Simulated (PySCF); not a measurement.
These compounds are isomers of formula C9H13N.

A. `Cc1ccccc1N(C)C`
B. `C[C@@]12CC[C@@H](C#N)C[C@@H]1C2`
C. SMILES C=C(C#N)C(=C)C(C)(C)C

Spectrum 1. ¹H NMR (400 MHz, computed): δ 6.30 (m, 1H), 6.16 (m, 1H), 5.51 (br s, 1H), 5.31 (br s, 1H), 1.35 (s, 9H). ¹³C{¹H} NMR (computed): δ 167.0 (C), 141.1 (CH2), 135.1 (C), 124.6 (C), 121.2 (CH2), 37.2 (C), 32.0 (CH3).

Spectrum 2. ¹H NMR (400 MHz, computed): δ 7.54 (d, 1H), 7.39 (m, 1H), 7.26 (m, 1H), 7.07 (d, 1H), 2.70 (s, 6H), 2.48 (s, 3H). ¹³C{¹H} NMR (computed): δ 158.1 (C), 138.2 (C), 136.4 (CH), 131.5 (CH), 127.9 (CH), 123.5 (CH), 45.5 (CH3), 19.6 (CH3).

Spectrum 3. ¹H NMR (400 MHz, computed): δ 2.45 (m, 1H), 2.40 (m, 1H), 2.18 (m, 1H), 1.85 (m, 1H), 1.74 (m, 1H), 1.62 (m, 1H), 1.27 (s, 3H), 1.09 (m, 1H), 0.82 (m, 1H), 0.51 (m, 1H), -0.06 (m, 1H). ¹³C{¹H} NMR (computed): δ 127.0 (C), 33.4 (CH2), 29.2 (CH3), 29.1 (CH2), 26.7 (CH2), 24.7 (CH), 20.3 (CH2), 18.8 (C), 18.6 (CH).

Method: GIAO PBE0/pcSseg-1 shieldings, geometry from GFN2-xTB, in PySCF 2.14.0 with density-fitted response routines (in vacuum, averaged over atoms made equivalent by symmetry, fast rotation or ring inversion, one conformer, non-relativistic Hamiltonian).

Scale: ¹H (σ = 31.72 ppm) and ¹³C (σ = 186.93 ppm) against TMS (reference shieldings calculated alike). Where no couplings were computed, multiplicities follow the n + 1 count of equivalent neighbours, and m marks all less simple cases (inequivalent or close neighbours, rings, F or P nearby). Shifts are as computed. Against solution values, carbons near 30 ppm lie about +3 ppm off and those near 130 ppm about +5 ppm. Of 1211 compounds with measured shifts, 218 miss one by over three times the rms of a fit or turn the order of signals round; such compounds aren't used in these exercises.

**Question.** Match each spectrum to its structure.

**Answer.** 1–C, 2–A, 3–B.

- Spectrum 1 (C): 7 ¹³C signals; δC 141.1 is a terminal =CH2 carbon; δC 135.1 is a fully substituted alkene carbon.
- Spectrum 2 (A): 8 ¹³C signals; δC 158.1 is an aromatic carbon bearing nitrogen; δC 136.4 is an aromatic CH.
- Spectrum 3 (B): 9 ¹³C signals; δC 127.0 is a nitrile carbon; δC 33.4 is an sp3 CH2 in a ring.
